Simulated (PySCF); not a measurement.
## C₆ coefficients of unlike pairs at wB97X-V

Calculated with PySCF 2.14 from the dipole response of each species, C₆(A,B) = (3/π) ∫ α_A(iu) α_B(iu) du, in atomic units, from isotropic polarisabilities. For ions this is the dispersion term alone; charge-induced terms of lower order in 1/R come first.

```csv
species,configuration,basis,relativity,α (bohr³),C₆ (like pair)
Li⁺,1s2 (1S),aug-cc-pCVQZ (9s8p6d4f2g),none,0.2032,0.08379
C,[He] 2s2 2p2 (3P),aug-cc-pVDZ-DK (4s3p2d),spin-free X2C,11.69,46.88
Zn⁺,[Ar] 3d10 4s1 (2S),"aug-cc-pVTZ-PP with one added diffuse shell each of s, p, d, f, g type with ECP10MDF (7s7p6d4f3g)",core potential,19.16,81.85
```

(1) Estimate C₆ for Zn⁺ with C.

No spin-orbit coupling is included.

The other pairs:

| pair | C₆ |
| --- | --- |
| Zn⁺, Li⁺ | 1.864 |
| C, Li⁺ | 1.455 |

## Answers

(1) The integral gives 60.88. The combination rule 2 C_A C_B / (C_A α_B/α_A + C_B α_A/α_B) gives 60.54 and the geometric mean 61.94.
